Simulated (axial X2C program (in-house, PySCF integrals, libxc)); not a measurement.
**Worked dissociation energy of SnSb: PBE0, scalar-relativistic**

All values were computed with an in-house all-electron X2C program for linear molecules (integrals from PySCF). Spin-free means the one-electron spin-free X2C Hamiltonian. Basis: Sb dyall-cv3z [11s12p8d4f1g], Sn dyall-cv3z [11s12p9d4f1g] (cores contracted in-house); Gaussian nuclei, density fitting, unrestricted open shells. Masses: Sb 120.904 u, Sn 119.902 u.

Molecular state: M_S = 1/2, Λ = 1 (beyond evenly filled blocks: π+α, π+β, π-α).

```
E(Sb) (2M_S = 3, M_L = 0) : -6480.467407 hartree
E(Sn) (2M_S = 2, M_L = 0) : -6176.214530 hartree
E(SnSb) at Re             : -12656.767745 hartree
ωe                        : 231.2 cm⁻¹
```

Question: Work out De and D0.

Answer: De = -6480.467407 + (-6176.214530) − (-12656.767745) = 0.08581 hartree = 2.335 eV. The zero-point energy is ωe/2 = 116 cm⁻¹ = 0.014 eV, so D0 = 2.321 eV.

Occupations by symmetry block were frozen at the best pattern of an incomplete PBE0 search. Dissociation energies refer to the lowest single-determinant-based atoms at the same level and basis. Other states lie close and PBE0, whose exact exchange favours high spin, may order them wrongly; the determinant shown need not be the ground state. The nearest other spin-free determinant of the search, M_S = 1/2, Λ = 0, lies 0.40 eV up at the distance of the search. The functionals have no current-density term, which raises determinants with orbital currents, atoms included. The determinant is spin-polarised beyond a pure state at some levels (its spin-free form has ⟨S²⟩ too high), which makes Re and μ there less reliable. Spin-free De lacks the spin–orbit lowering of the heavy p-block atom, a tenth of an eV or more for 4p and 5p, up to an eV for 6p and one to two eV for 7p atoms, less what an open-shell molecule gains itself.

Each atomic determinant is the lowest at this level and need not be a pure term. Totals compare only within one Hamiltonian and basis.
